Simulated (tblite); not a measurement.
C₅H₇OS (doublet state).
Geometry (GFN2-xTB, Å), atoms numbered from 1 in this order:
```xyz
14
C5H7OS angstrom
S      2.9329   -0.2657    0.0944
C      1.2538   -0.9209   -0.1648
C      0.1771   -0.0183    0.4655
C     -1.1894   -0.5999    0.3247
C     -1.9178    0.2556   -0.4725
C     -1.1140    1.3283   -0.7908
O      0.1202    1.2212   -0.2351
H      2.6695    0.9358   -0.4108
H      1.2376   -1.9039    0.3016
H      1.0763   -1.0185   -1.2361
H      0.4704    0.1857    1.5075
H     -1.4856   -1.5303    0.7602
H     -2.9330    0.1269   -0.7913
H     -1.2985    2.2035   -1.3798
```

All values are computed: GFN2-xTB (tblite) harmonic vibrations without scaling, gas phase. This tight-binding method is rough: wavenumbers can miss measured ones by several per cent, in bad cases by 10 to 20. Modes of hydrogen on sulfur can be 10 to 20 % off. One conformer, not necessarily the lowest. Open shells enter through the occupations alone, without spin polarisation, and single modes of such species can be off by tens of per cent.

Harmonic wavenumbers (cm⁻¹): 69.6, 126.1, 189.1, 255.1, 320.0, 475.1, 507.6, 601.8, 647.2, 711.3, 728.7, 796.6, 818.1, 847.1, 894.4, 961.0, 1004.6, 1023.2, 1062.7, 1101.3, 1130.1, 1140.9, 1177.6, 1217.4, 1261.9, 1275.9, 1400.0, 1424.6, 1454.0, 2449.9, 2832.6, 2981.8, 3020.6, 3165.9, 3177.7, 3195.1.

A = 6214, B = 1302, C = 1140 MHz; mass 115.022 u (most abundant isotopes); point group C1, symmetry number 1; spin multiplicity 2.

Zero-point energy?

½Σν̃ = 22723 cm⁻¹ = 271.83 kJ/mol.

What is S at 273.15 K and 1 bar for an ideal gas of classical rigid rotors and harmonic oscillators?

Translation 166.21, rotation 115.83, vibration 62.23, spin (R ln 2) 5.76: S = 350.0 J/(mol K).

And Cp and H(273.15 K) − H(0)?

Cp = 111.57 J/(mol K), of which vibrations give 78.31 (their classical limit is 36 R = 299.3); H(273.15 K) − H(0) = 18.73 kJ/mol without the zero-point energy, 9.65 from vibrations.

What must be added to the electronic energy to get the Gibbs energy at 273.15 K and 1 bar?

ZPE + [H(273.15 K) − H(0)] − T·S = 271.83 + 18.73 − 95.61 = 194.95 kJ/mol.

Which modes carry the vibrational entropy at 273.15 K?

69.6 cm⁻¹: 16.70; 126.1 cm⁻¹: 11.87; 189.1 cm⁻¹: 8.68; 255.1 cm⁻¹: 6.46; 320.0 cm⁻¹: 4.89; 475.1 cm⁻¹: 2.57 J/(mol K); the other 30 give 11.06 together.

Hindered rotation and anharmonicity are outside this model. Other conformers, if any are populated, would add a mixing term that is left out. The structure is chiral; the term R ln 2 for an equal mix with its mirror image is left out.
